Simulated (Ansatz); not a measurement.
Consider the formal hydrolysis of a B–C bond: `FBC[CH2][AlH2]` + H₂O → `OBF` + `C[CH2][AlH2]`.

Isolated molecules relaxed with PBE0-D4/def2-TZVP in Ansatz; ΔE leaves out vibrations. CBS: MP2 limit from def2 TZ/QZ plus the TZ coupled-cluster correction, frozen cores. This one scheme is used for every species. Functionals use def2-TZVPP. B3LYP here is the variant with VWN-RPA as its local correlation; programs differ in this. One conformer a species, not always the lowest.

```json
{"level": "PBE-D4", "ΔE (kcal/mol)": "-33.4", "difference from CCSD(T)/CBS": "0.5"}
{"level": "r2SCAN-D4", "ΔE (kcal/mol)": "-34.6", "difference from CCSD(T)/CBS": "-0.7"}
{"level": "PBE0-D4", "ΔE (kcal/mol)": "-34.2", "difference from CCSD(T)/CBS": "-0.3"}
{"level": "B3LYP-D4", "ΔE (kcal/mol)": "-36.2", "difference from CCSD(T)/CBS": "-2.3"}
{"level": "ωB97M-V", "ΔE (kcal/mol)": "-35.3", "difference from CCSD(T)/CBS": "-1.4"}
{"level": "B2PLYP", "ΔE (kcal/mol)": "-36.8", "difference from CCSD(T)/CBS": "-2.9"}
{"level": "PBE", "ΔE (kcal/mol)": "-34.3", "difference from CCSD(T)/CBS": "-0.4"}
{"level": "r2SCAN", "ΔE (kcal/mol)": "-34.9", "difference from CCSD(T)/CBS": "-1.0"}
{"level": "HF/def2-TZVPP", "ΔE (kcal/mol)": "-40.9", "difference from CCSD(T)/CBS": "-7.0"}
{"level": "MP2/def2-TZVPP", "ΔE (kcal/mol)": "-34.4", "difference from CCSD(T)/CBS": "-0.5"}
{"level": "CCSD/def2-TZVPP", "ΔE (kcal/mol)": "-35.7", "difference from CCSD(T)/CBS": "-1.8"}
{"level": "MP2/def2-QZVPP", "ΔE (kcal/mol)": "-33.7", "difference from CCSD(T)/CBS": "0.2"}
{"level": "SCS-MP2/def2-QZVPP", "ΔE (kcal/mol)": "-35.2", "difference from CCSD(T)/CBS": "-1.3"}
{"level": "HF/CBS(def2)", "ΔE (kcal/mol)": "-40.8", "difference from CCSD(T)/CBS": "-6.9"}
{"level": "MP2/CBS(def2)", "ΔE (kcal/mol)": "-33.4", "difference from CCSD(T)/CBS": "0.5"}
{"level": "CCSD/CBS(def2)", "ΔE (kcal/mol)": "-34.7", "difference from CCSD(T)/CBS": "-0.8"}
{"level": "CCSD(T)/CBS", "ΔE (kcal/mol)": "-33.9", "difference from CCSD(T)/CBS": "0"}
```

Largest T1 diagnostic among the species: 0.013.

The D4 term adds +1.5 kcal/mol with B3LYP and +0.8 kcal/mol with PBE0; it sums over pairs of atoms, weighted by their polarisabilities, and B3LYP, whose exchange is more repulsive, gets the larger term. In def2-TZVPP, CCSD(T) changes the Hartree–Fock value by +6.0 kcal/mol (the triples alone add +0.8 kcal/mol) and MP2 by +6.6 kcal/mol.
